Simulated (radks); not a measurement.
Spherical quantum dot in the effective-mass picture: electrons in a hard-walled sphere of radius 1.74, with a point charge +2 (a donor) at the centre, all in effective atomic units (hartree* = m*/eps^2 hartree, bohr* = eps/m* bohr), one dielectric constant everywhere. Method: non-relativistic Kohn-Sham, LDA (Slater exchange, Perdew-Wang correlation), spin-polarised, spherical densities; computed with a radial shooting solver with Libxc functionals. Levels are named by radial order and angular momentum (1s, 1p, 1d, 2s, ...), and open shells are averaged over m. Results are scaled to m* = 0.082 and eps = 13.6, for which hartree* = 12.06 meV and bohr* = 8.777 nm.

N = 14, configuration 1s2 1p6 1d(up 5, down 0) 2s(up 1, down 0). This is the lowest configuration that the search found. Occupied and some empty levels:

level,occupation,eigenvalue (meV),<r> (nm)
1s up,1,123.61,7.482
1s down,1,126.48,7.505
1p up,3,144.36,9.507
1p down,3,147.19,9.489
1d up,5,167.70,10.26
2s up,1,169.43,7.183
1d down,0,170.62,10.25
2s down,0,172.97,7.219
1f up,0,196.51,10.75
1f down,0,199.48,10.75
2p up,0,221.47,7.921
2p down,0,224.00,7.950
1g up,0,230.72,11.13
1g down,0,233.71,11.13

Energy (meV): total 1181.56, kinetic 707.59, external -381.85, Hartree 995.15, exchange-correlation -139.32.
